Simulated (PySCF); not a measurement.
The dipole of `C#C[BH-]1[NH2+][BH2-][NH2+]1` from its density and from atomic charges.

Coordinates (PBE0-D3(BJ)/def2-SVP, Å) and charges (e) from the PBE0/pcSseg-1 density (PySCF):

```tsv
atom	x	y	z	Mulliken	IAO	Hirshfeld	ESP-fitted
C1	2.776	-0.922	-0.272	-0.3391	-0.2504	-0.1340	-0.2667
C2	1.681	-0.432	-0.477	-0.0713	-0.1374	-0.1335	-0.4018
B3	0.261	0.183	-0.697	+0.3661	+0.0404	+0.0848	+0.5761
N4	-0.921	-0.833	-0.348	-0.4657	-0.4233	-0.1317	-0.5507
B5	-1.448	0.254	0.700	+0.0465	-0.0900	+0.0327	+0.1986
N6	-0.172	1.188	0.465	-0.4656	-0.4232	-0.1317	-0.5412
H7	3.748	-1.349	-0.106	+0.0701	+0.1938	+0.0862	+0.2586
H8	0.088	0.687	-1.792	+0.0096	-0.0028	-0.0783	-0.1839
H9	-0.607	-1.709	0.062	+0.2175	+0.2809	+0.1437	+0.3183
H10	-1.548	-1.044	-1.119	+0.2239	+0.2830	+0.1498	+0.2865
H11	-2.464	0.792	0.298	-0.0164	-0.0169	-0.0897	-0.1442
H12	-1.509	-0.180	1.835	-0.0170	-0.0177	-0.0918	-0.1473
H13	-0.369	2.137	0.162	+0.2239	+0.2829	+0.1498	+0.2836
H14	0.482	1.227	1.243	+0.2175	+0.2808	+0.1437	+0.3140
```

Question: Compute μ = Σ q r for each scheme (1 e·Å = 4.803 D) and compare with the dipole of the full density.

Answer: The full density gives (-0.02, -0.11, 0.30) D, 0.32 D in size; dipole vectors point from the negative to the positive end.

```csv
scheme,μx,μy,μz,size (D),share of the full size (%),angle to the full dipole (°)
Mulliken,-3.12,1.44,-0.68,3.51,1108,105
IAO,-0.51,0.12,0.17,0.55,173,73
Hirshfeld,-0.51,0.14,0.14,0.55,173,77
ESP-fitted,-0.06,-0.11,0.32,0.34,108,5
```

Question: Which set comes closest?

Answer: Length of the difference vector: ESP-fitted 0.04 D, IAO 0.55 D, Hirshfeld 0.57 D, Mulliken 3.60 D. Closest: ESP-fitted. 

Question: What is left for the Hirshfeld atoms' own dipoles?

Answer: The shares of the density sum to the whole, so what Σ q r misses lies in dipoles about the nuclei. The atomic dipoles sum to (-0.02, -0.11, 0.30) − (-0.51, 0.14, 0.14) = (0.49, -0.25, 0.16) D, 0.57 D in size.

Question: With the origin at the mean of the coordinates, (0.000, 0.000, -0.003) Å, which are the largest single terms, by size, of the IAO dipole along the direction of the full one?

Answer: H14 +0.95, H9 +0.94, H10 -0.76, H13 -0.75, B5 -0.30 D; all 14 atoms together +0.16 D. The single terms depend on the origin, their sum doesn't.

Question: Give the size of the full dipole in other units.

Answer: 0.32 D = 0.124 au = 0.066 e·Å = 1.06 × 10⁻³⁰ C·m.

Isolated species at its PBE0-D3(BJ)/def2-SVP geometry, gas phase.
